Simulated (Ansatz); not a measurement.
`[ZnH][SiH]1N[SiH2]1` + HCl → `Cl[SiH]1N[SiH2]1` + `[ZnH2]` at 700 K and 1 bar (cleavage of the Si–Zn bond).

Isolated molecules relaxed with PBE0-D4/def2-TZVP in Ansatz; ΔE leaves out vibrations. CBS: MP2 limit from def2 TZ/QZ plus the TZ coupled-cluster correction, frozen cores. This one scheme is used for every species. For Zn outer-core shells are correlated without core-valence functions, which leaves a few kJ/mol of doubt a bond. Scalar relativity is left out up to krypton.

```json
{"species": "`[ZnH][SiH]1N[SiH2]1`", "CCSD(T)/CBS energy (Eh)": "-2414.22830", "H − E (kJ/mol)": "202.0", "S (J/(mol·K))": "466.7"}
{"species": "HCl", "CCSD(T)/CBS energy (Eh)": "-460.38127", "H − E (kJ/mol)": "38.4", "S (J/(mol·K))": "211.8"}
{"species": "`Cl[SiH]1N[SiH2]1`", "CCSD(T)/CBS energy (Eh)": "-1095.09347", "H − E (kJ/mol)": "179.9", "S (J/(mol·K))": "419.8"}
{"species": "`[ZnH2]`", "CCSD(T)/CBS energy (Eh)": "-1779.54550", "H − E (kJ/mol)": "57.4", "S (J/(mol·K))": "237.3"}
```

H − E and S are ideal-gas, rigid-rotor, harmonic terms from PBE0-D4/def2-TZVP, for one conformer and one mirror image of each species. 1 Eh = 2625.50 kJ/mol, R = 8.31446 J/(mol·K).

Task: By hand: ΔE, ΔH, ΔS and ΔG.

Result: ΔE = (-1095.09347) + (-1779.54550) − (-2414.22830) − (-460.38127) = -0.02940 Eh = -77.2 kJ/mol. Δ(H − E) = 179.9 + 57.4 − 202.0 − 38.4 = -3.1, so ΔH = -80.3 kJ/mol. ΔS = 419.8 + 237.3 − 466.7 − 211.8 = -21.4 J/(mol·K). ΔG = -80.3 − 700 × (-21.4)/1000 = -65.3 kJ/mol.

Task: By hand: the equilibrium constant, and the temperature at which ΔG would vanish if ΔH and ΔS stayed fixed.

Result: log₁₀ K = −ΔG/(RT ln 10) = 4.9. ΔG = 0 at ΔH/ΔS = 3752 K, far beyond where these terms or the molecules hold.

ΔH outweighs TΔS. A doubt of 5 kJ/mol in ΔE shifts log₁₀ K by 0.4 here. Other conformers and mirror images would add mixing entropy, several J/(mol·K) or more a flexible species. These are equilibria of isolated gas molecules and say nothing of rates. Largest T1 diagnostic: 0.016 (customary marks: 0.02 for closed shells, 0.045 for open ones).
